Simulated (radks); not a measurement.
Values are calculated unless marked as measured or tabulated.
The table gives one normalised radial function P(r) = r R(r) (large component) of Au2+ in [Xe] 4f14 5d9 (r in bohr). Level of theory: Dirac Kohn-Sham, revPBE, spin-unpolarised, spherical densities, finite nucleus; open shells fill j = l - 1/2 first; Fermi nuclear charge, rms radius 5.4371 fm (a radial shooting solver on a logarithmic mesh with Libxc functionals).

| r | P |
|---|---|
| 0.001124 | 0.0897 |
| 0.001298 | 0.0993 |
| 0.001499 | 0.1096 |
| 0.001732 | 0.1206 |
| 0.002 | 0.1322 |
| 0.002309 | 0.1444 |
| 0.002667 | 0.1568 |
| 0.003056 | 0.1686 |
| 0.003529 | 0.1808 |
| 0.004076 | 0.1922 |
| 0.004707 | 0.2023 |
| 0.005436 | 0.2102 |
| 0.006278 | 0.2150 |
| 0.00725 | 0.2157 |
| 0.008306 | 0.2114 |
| 0.009593 | 0.2002 |
| 0.01108 | 0.1810 |
| 0.01279 | 0.1522 |
| 0.01478 | 0.1130 |
| 0.01707 | 0.0630 |
| 0.01971 | 0.0026 |
| 0.02258 | -0.0623 |
| 0.02608 | -0.1359 |
| 0.03012 | -0.2088 |
| 0.03478 | -0.2731 |
| 0.04017 | -0.3186 |
| 0.04639 | -0.3342 |
| 0.05357 | -0.3095 |
| 0.06138 | -0.2426 |
| 0.07088 | -0.1251 |
| 0.08186 | 0.0312 |
| 0.09454 | 0.2048 |
| 0.1092 | 0.3621 |
| 0.1261 | 0.4621 |
| 0.1456 | 0.4661 |
| 0.1668 | 0.3604 |
| 0.1927 | 0.1376 |
| 0.2225 | -0.1582 |
| 0.257 | -0.4519 |
| 0.2968 | -0.6525 |
| 0.3428 | -0.6814 |
| 0.3958 | -0.5036 |
| 0.4535 | -0.1689 |
| 0.5238 | 0.2854 |
| 0.6049 | 0.7338 |
| 0.6986 | 1.0722 |
| 0.8068 | 1.2350 |
| 0.9317 | 1.2112 |
| 1.076 | 1.0399 |
| 1.233 | 0.8052 |
| 1.424 | 0.5476 |
| 1.644 | 0.3303 |
| 1.899 | 0.1756 |
| 2.193 | 0.0814 |
| 2.533 | 0.0324 |
| 2.925 | 0.0109 |
| 3.351 | 0.0033 |
| 3.87 | 0.0007 |
| 4.469 | 0.0001 |
| 5.162 | 0.0000 |

Which n and l does it have? It may be an empty orbital.

Answer. n = 5, l = 0: the number of nodes gives n - l - 1 = 4, the rise at small r points to l (this Dirac orbital starts outside the nucleus as r^gamma with gamma = sqrt((l + 1)^2 - (Z/c)^2) = 0.82; the j = 1/2 orbital of l + 1 starts with the same power, but with a smaller coefficient, and then steepens), and the extent must fit the shell. The curve is that of 5s1/2. 5s1/2: eigenvalue -129.42 eV, 4 radial nodes at r = 0.0198, 0.0797, 0.207, 0.479 bohr, <r> = 0.928 bohr, 90 % of the charge inside 1.33 bohr.
